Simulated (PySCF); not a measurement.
Rigid-rotor lines calculated for a species of formula [C8H6N]+ (commonest isotopes; B3LYP/def2-SV(P) geometry optimisation, gas phase in PySCF 2.14.0), labelled J(Ka,Kc):

| transition | MHz |
| --- | --- |
| 2(1,2) ← 1(1,1) | 3950.7 |
| 1(0,1) ← 0(0,0) | 2123.4 |
| 2(1,1) ← 1(1,0) | 4542.9 |
| 2(0,2) ← 1(0,1) | 4222.2 |

(1) Find the rotational constants.

(2) What moments of inertia, asymmetry and inertial defect follow?

(3) Which dipole components do these lines need?

(4) Predict further lines from these constants: 3(1,2) ← 2(1,1); 3(2,1) ← 2(2,0); 3(1,2) ← 3(1,3); 3(1,3) ← 2(1,2); 3(2,2) ← 2(2,1); 3(0,3) ← 2(0,2); 2(1,1) ← 2(1,2).

(5) Which structure gave them?

## Answers

(1) 1(0,1) ← 0(0,0) is B + C, 2(1,1) ← 1(1,0) is 3B + C and 2(1,2) ← 1(1,1) is B + 3C, so B − C is half the difference of the last two, 296.1 MHz. A enters only through 2(0,2) ← 1(0,1) = 2A + B + C − 2√((B − C)² + (A − C)(A − B)). A = 3732, B = 1209.8, C = 913.6 MHz.

(2) I = 505379 MHz·u·Å² over each constant: Ia = 135.40, Ib = 417.75, Ic = 553.15 u·Å²; κ = (2B − A − C)/(A − C) = -0.790 (asymmetric top); Δ = Ic − Ia − Ib = 0.00 u·Å².

(3) μa (a-type: ΔKa even, ΔKc odd). The calculation gives |μa| = 6.48 D, |μb| = 0.00 D, |μc| = 0.00 D, about the centre of mass.

(4) 
```csv
transition,MHz,type,branch
"2(1,1) ← 2(1,2)",888,a,Q
"3(1,2) ← 3(1,3)",1775,a,Q
"3(1,3) ← 2(1,2)",5911,a,R
"3(0,3) ← 2(0,2)",6273,a,R
"3(2,2) ← 2(2,1)",6370,a,R
"3(2,1) ← 2(2,0)",6467,a,R
"3(1,2) ← 2(1,1)",6798,a,R
```

(5) `c1cc[cH+]c(C#N)cc1`, point group C2v. Three constants can't fix a structure by themselves; this is the one that was computed:
```xyz
15
C8H6N angstrom
N      3.892   -0.674   -0.191
C      2.752   -0.455   -0.177
C      1.339   -0.185   -0.162
C      0.959    1.176   -0.154
C     -0.326    1.728   -0.139
C     -1.570    1.077   -0.129
C     -1.830   -0.298   -0.130
C     -0.909   -1.358   -0.142
C      0.489   -1.314   -0.156
H      1.785    1.894   -0.160
H     -0.362    2.823   -0.136
H     -2.449    1.731   -0.119
H     -2.887   -0.586   -0.120
H     -1.343   -2.364   -0.140
H      0.996   -2.284   -0.163
```

No B3LYP/def2-SV(P) frequencies stand behind this structure, so it isn't proved a minimum. Constants of a rigid frame at the computed geometry: no zero-point averaging, no centrifugal distortion. Quadrupole hyperfine structure (14N) is left out.
